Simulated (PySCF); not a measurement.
Isomers of C3H12SSi3, one GFN2-xTB conformer each. Single-point energies are computed at PBE0/pcSseg-1 (PySCF, gas phase, no added dispersion term), electronic only.

Question: Rank them by PBE0/pcSseg-1 energy, lowest first (kcal/mol).
A. `[CH2:1]=[CH:2][SiH2:3][SiH2:4][SiH2:5][S:6][CH3:7]` with C1–C2–Si3–Si4 -108°, C2–Si3–Si4–Si5 -13°, Si3–Si4–Si5–S6 -47°, Si4–Si5–S6–C7 177°
B. `[CH2:1]=[C:2]([CH3:3])[SiH2:4][S:5][SiH2:6][SiH3:7]` with C1–C2–Si4–S5 -13°, C2–Si4–S5–Si6 -70°, Si4–S5–Si6–Si7 -177°
C. `[CH3:1][S:2][Si@@H:3]1[SiH2:4][CH2:5][C@@H:6]1[SiH3:7]` with C1–S2–Si3–Si4 -85°, S2–Si3–Si4–C5 -102°, Si3–Si4–C5–C6 -10°, Si4–C5–C6–Si7 143°, S2–Si3–C6–C5 106°
D. `[CH2:1]=[CH:2][S:3][CH2:4][SiH:5]([SiH3:6])[SiH3:7]` with C1–C2–S3–C4 -3°, C2–S3–C4–Si5 -173°, S3–C4–Si5–Si6 -65°
E. `[CH3:1][S:2][C@@H:3]1[CH2:4][Si@@H:5]([SiH3:6])[SiH2:7]1` with C1–S2–C3–C4 -71°, S2–C3–C4–Si5 -137°, C3–C4–Si5–Si6 -111°, C4–Si5–Si7–C3 -9°, S2–C3–Si7–Si5 135°
F. `[CH3:1][S:2][Si@@H:3]1[SiH2:4][CH2:5][C@H:6]1[SiH3:7]` with C1–S2–Si3–Si4 -89°, S2–Si3–Si4–C5 -122°, Si3–Si4–C5–C6 17°, Si4–C5–C6–Si7 -148°, S2–Si3–C6–C5 138°
G. `[CH3:1][C:2](=[S:3])[CH2:4][SiH:5]([SiH3:6])[SiH3:7]` with C1–C2–C4–Si5 93°, C2–C4–Si5–Si6 -177°
H. `[CH3:1][Si:2]1([S:3][SiH3:4])[CH2:5][SiH2:6][CH2:7]1` with C1–Si2–S3–Si4 -63°
I. `[CH3:1][S:2][SiH2:3][SiH:4]1[CH2:5][SiH2:6][CH2:7]1` with C1–S2–Si3–Si4 177°, S2–Si3–Si4–C5 179°

Answer: H (0.0), I (29.9), B (33.2), F (42.6), C (43.2), A (51.5), G (58.6), E (62.2), D (70.5).

As drawn, the lowest has a four-membered ring, which the highest lacks; the highest has an Si–Si bond and a C=C bond outside aromatic rings, which the lowest lacks. Neighbours under 2.5 kcal/mol apart (CS[Si@@H]1[SiH2]C[C@H]1[SiH3] and CS[Si@@H]1[SiH2]C[C@@H]1[SiH3]) can change places with a better method, another conformer or zero-point energy. CS[Si@@H]1[SiH2]C[C@H]1[SiH3] and CS[Si@@H]1[SiH2]C[C@@H]1[SiH3] are stereoisomers, 0.6 kcal/mol apart in the conformers taken. GFN2-xTB itself gives, in the same order: 0.0, 25.7, 0.0, 22.7, 23.3, 35.6, 32.7, 45.0, 51.1. Both levels put the same isomer lowest; measured from each level's own lowest isomer, the values differ by up to 33.2 kcal/mol (C=C(C)[SiH2]S[SiH2][SiH3]: 0.0 against 33.2).

Which frontier levels, dipoles and rotational constants go with these structures?

```
                          SMILES  HOMO (eV, PBE0/pcSseg-1)  LUMO (eV)  dipole (D)       A, B, C (MHz)
        C[Si]1(S[SiH3])C[SiH2]C1                     -7.10       0.07        1.85  2095, 700.0, 664.1
         CS[SiH2][SiH]1C[SiH2]C1                     -6.68      -0.74        1.26  3423, 488.7, 472.9
       C=C(C)[SiH2]S[SiH2][SiH3]                     -7.23      -0.54        1.91  2637, 511.7, 475.9
   CS[Si@@H]1[SiH2]C[C@H]1[SiH3]                     -6.64      -0.43        1.50  1504, 812.0, 574.4
  CS[Si@@H]1[SiH2]C[C@@H]1[SiH3]                     -6.62      -0.43        1.80  1389, 954.2, 627.8
         C=C[SiH2][SiH2][SiH2]SC                     -6.71      -0.75        1.43  1511, 697.1, 549.3
      CC(=S)C[SiH]([SiH3])[SiH3]                     -6.31      -2.02        2.75  1580, 716.3, 557.3
CS[C@@H]1C[Si@@H]([SiH3])[SiH2]1                     -6.26      -0.80        1.52  2391, 577.4, 505.7
        C=CSC[SiH]([SiH3])[SiH3]                     -6.37      -0.69        1.17  1481, 669.3, 534.6
```
